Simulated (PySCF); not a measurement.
`O(C1CCCC1)C`. Computed geometry: GFN2-xTB, gas phase.

```
atom  x, y, z in Å
C1     2.6425   -0.4690    0.0638
O2     1.5363    0.2285    0.5695
C3     0.4738    0.3774   -0.3521
C4    -0.3033   -0.9348   -0.6002
C5    -1.7765   -0.5402   -0.5414
C6    -1.7993    0.5324    0.5426
C7    -0.5516    1.3622    0.2413
H8     3.4017   -0.4528    0.8439
H9     3.0378    0.0159   -0.8385
H10    2.3971   -1.5095   -0.1792
H11    0.8836    0.7648   -1.2991
H12   -0.0349   -1.4082   -1.5440
H13   -0.0746   -1.6238    0.2146
H14   -2.4238   -1.3862   -0.3144
H15   -2.0874   -0.1128   -1.4963
H16   -2.7081    1.1318    0.5265
H17   -1.7078    0.0641    1.5229
H18   -0.1338    1.8273    1.1316
H19   -0.7815    2.1424   -0.4837
```

(1) Which two atoms are farthest apart?

(2) How far are the heavy atoms from their best plane (unweighted least squares)?

(3) Give the dihedral angles C1–O2–C3–H11, O2–C3–C4–C5, C4–C3–C7–H18.

(4) What is the repulsion energy of the bare nuclei, Σ ZA·ZB/RAB?

(5) What are the angles O2–C1–H9, H8–C1–H9, O2–C3–H11, C3–C4–C5, C6–C5–H15, C3–C7–H18, C3–C7–C6, C6–C7–H18?

(6) How far apart are these pairs, which share no bond: C1···H16, O2···C6, O2···H14, C3···H8, C3···H19, C5···H18, H12···H17?

(7) Write the matrix of distances between heavy atoms (Å, lower triangle).

## Answers

(1) H8···H16, 6.32 Å; the next longest distance is 6.01 Å.

(2) 0.300 Å rms; C1 0.09, O2 0.32, C3 0.48, C4 0.03, C5 0.03, C6 0.44, C7 0.31 Å (magnitudes).

(3) C1–O2–C3–H11 -50° (synclinal); O2–C3–C4–C5 135° (anticlinal); C4–C3–C7–H18 131° (anticlinal). Dihedral signs follow IUPAC: positive where, seen along the central bond, the front bond turns clockwise onto the rear one.

(4) 329.96 Eh over 171 pairs, with full nuclear charges and distances in bohr; the largest single term is 18.12 Eh (C1 with O2).

(5) From the scalar product of the two bond vectors; for O2–C1–H9 it is -0.5554 Å² over 1.4021 × 1.0980 Å², cos θ = -0.3607. O2–C1–H9 111.1°; H8–C1–H9 109.3°; O2–C3–H11 108.5°; C3–C4–C5 105.1°; C6–C5–H15 110.0°; C3–C7–H18 109.4°; C3–C7–C6 105.8°; C6–C7–H18 112.6°.

(6) C1···H16 5.604 Å (5 bonds apart); O2···C6 3.350 Å (3 bonds apart); O2···H14 4.367 Å (4 bonds apart); C3···H8 3.270 Å (3 bonds apart); C3···H19 2.170 Å (2 bonds apart); C5···H18 3.332 Å (3 bonds apart); H12···H17 3.791 Å (4 bonds apart).

(7) 
```
C1    0.000
O2    1.402  0.000
C3    2.365  1.414  0.000
C4    3.055  2.471  1.545  0.000
C5    4.461  3.578  2.438  1.526  0.000
C6    4.578  3.350  2.448  2.387  1.525  0.000
C7    3.686  2.398  1.541  2.459  2.394  1.528  0.000
```

No frequency check. The numbers are those of one conformer.
